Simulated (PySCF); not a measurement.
**Correlation energy of Ba (barium, neutral)**

[Xe] 5d1 6s1, high-spin 3D determinant (an excited configuration). Calculation: PySCF 2.14, in def2-QZVPPD with the def2 core potential (46 electrons) (7s5p3d2f1g, 60 functions); a scalar-relativistic core potential. Frozen: nothing; 10 electrons correlated.

```tsv
level	correlation energy (mhartree)
CCSD	-195.85
(T)	-6.23
CCSD(T)	-202.08
```

Diagnostics: T1 = 0.015, D1 = 0.0606, largest double amplitude 0.038.

Spin-orbit coupling, absent here, splits the open shell strongly.

Cost of the coupled-cluster step: of the order of 11 core-seconds, for 10 correlated electrons.

Iterations:

```
CC2 = 0
CCSD nocc = (np.int64(6), np.int64(4)), nmo = (60, 60)
frozen orbitals [[], []]
max_cycle = 100
direct = 0
conv_tol = 1e-08
conv_tol_normt = 1e-06
diis_space = 8
diis_start_cycle = 0
Init t2, MP2 energy = -0.175521437159149
Init E_corr(UCCSD) = -0.175521437160203
cycle = 1  E_corr(UCCSD) = -0.189820699721692  dE = -0.0142992626  norm(t1,t2) = 0.0554311
cycle = 2  E_corr(UCCSD) = -0.194196552838792  dE = -0.00437585312  norm(t1,t2) = 0.0194207
cycle = 3  E_corr(UCCSD) = -0.19607296006476  dE = -0.00187640723  norm(t1,t2) = 0.00892948
cycle = 4  E_corr(UCCSD) = -0.195875341007259  dE = 0.000197619058  norm(t1,t2) = 0.00179943
cycle = 5  E_corr(UCCSD) = -0.195830776372902  dE = 4.45646344e-05  norm(t1,t2) = 0.000768334
cycle = 6  E_corr(UCCSD) = -0.195854252057237  dE = -2.34756843e-05  norm(t1,t2) = 0.000495377
cycle = 7  E_corr(UCCSD) = -0.195852002488848  dE = 2.24956839e-06  norm(t1,t2) = 0.000205278
cycle = 8  E_corr(UCCSD) = -0.195850734247969  dE = 1.26824088e-06  norm(t1,t2) = 4.33264e-05
cycle = 9  E_corr(UCCSD) = -0.195850694001457  dE = 4.02465119e-08  norm(t1,t2) = 1.35355e-05
cycle = 10  E_corr(UCCSD) = -0.195850639884287  dE = 5.41171699e-08  norm(t1,t2) = 4.44681e-06
cycle = 11  E_corr(UCCSD) = -0.195850588590191  dE = 5.12940961e-08  norm(t1,t2) = 1.56515e-06
cycle = 12  E_corr(UCCSD) = -0.195850616035585  dE = -2.74453947e-08  norm(t1,t2) = 2.72329e-07
cycle = 13  E_corr(UCCSD) = -0.195850621528966  dE = -5.49338067e-09  norm(t1,t2) = 7.29852e-08
UCCSD converged
E(UCCSD) = -25.26155902540835  E_corr = -0.1958506215289662
UCCSD(T) correction = -0.00622876275121624
```

The basis has no tight functions for the innermost shells, so their pair energies are far from complete.

This basis was not built for core-valence correlation, so the inner-shell part is incomplete.
